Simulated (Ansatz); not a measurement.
## One arrangement of a pair

The pair of Br⁻ (SMILES [Br-], atom 1) and SiH3Cl (SMILES [SiH3]Cl, atoms 2–6), both closed shells, in one local arrangement (a lower one may exist), relaxed at PBE0-D4/def2-TZVPD:

Br1  (-0.547, -0.549, -2.377)
Si2  (0.020, 0.020, 0.087)
Cl3  (0.517, 0.518, 2.245)
H4  (-1.032, 1.052, 0.011)
H5  (-0.344, -1.373, 0.412)
H6  (1.385, 0.330, -0.379)
(Å)

Program: Ansatz 0.2.0. Basis: def2-TZVPPD, with def2-QZVPPD for the basis limit. Cores are frozen in the correlated methods. Filled d shells of the heavier atoms are correlated. The def2 sets are not built for correlating such inner shells, so the correlated values are less sure here. B3LYP uses VWN-RPA correlation. Extrapolation: Hartree–Fock as exp(−7.88 √X), correlation as X^−2.97. Interaction energies count from these two fragments, frozen as in the pair, with the counterpoise correction; negative means bound.

(1) What is the interaction energy by CCSD(T) at an estimated basis limit (MP2 extrapolated from triple and quadruple zeta, plus CCSD(T) − MP2 in triple zeta)? (Judge from chemistry; the value comes from the calculation.)

(2) Which atoms make the shortest contact between the fragments?

T1 diagnostic: at most 0.012.

Results:

(1) By the calculation: -38.57 kcal/mol. Hartree–Fock alone gives -30.17 kcal/mol at the basis limit. It counts from the two fragments frozen as in the pair.

The same quantity by other methods in triple zeta, and each one's difference from that estimate:
| method | E_int (kcal/mol) | difference |
| --- | --- | --- |
| PBE-D4 | -38.62 | -0.05 |
| revPBE-D4 | -37.78 | 0.79 |
| BLYP-D4 | -34.55 | 4.02 |
| r2SCAN-D4 | -38.71 | -0.15 |
| B97M-V | -37.47 | 1.10 |
| PBE0-D4 | -39.55 | -0.98 |
| B3LYP-D4 | -36.03 | 2.54 |
| HSE06-D4 | -39.56 | -0.99 |
| wB97X-V | -37.93 | 0.64 |
| wB97M-V | -38.04 | 0.53 |
| B2PLYP | -34.86 | 3.71 |
| HF | -29.92 | 8.65 |
| MP2 | -37.31 | 1.26 |
| CCSD | -35.06 | 3.51 |
| CCSD(T) | -35.83 | 2.74 |
Differences are method less estimate.

(2) Br1 and Si2, 2.59 Å apart.

Energy to bend the free fragments (PBE0-D4 minima) into their shapes in the pair, CCSD(T)/def2-TZVPPD: SiH3Cl 17.98 kcal/mol. This must be added to the interaction energy to get the binding energy from relaxed fragments.

Basis-set superposition shift (counterpoise-corrected less uncorrected): CCSD(T) 2.47; MP2 2.41; HF 0.22; PBE0-D4 0.25; wB97M-V 0.22 kcal/mol.

For scale, one of the runs: CCSD(T)/def2-TZVPPD, 207 basis functions, launched by `ansatz run in.yaml --threads 4 --pin off --events-out ev --progress --plain --max-ram 9574MiB`. Time: 62 s of wall clock on 4 CPU threads of an Arm Neoverse V1; the host was shared. Peak host memory: 2.5 GiB.
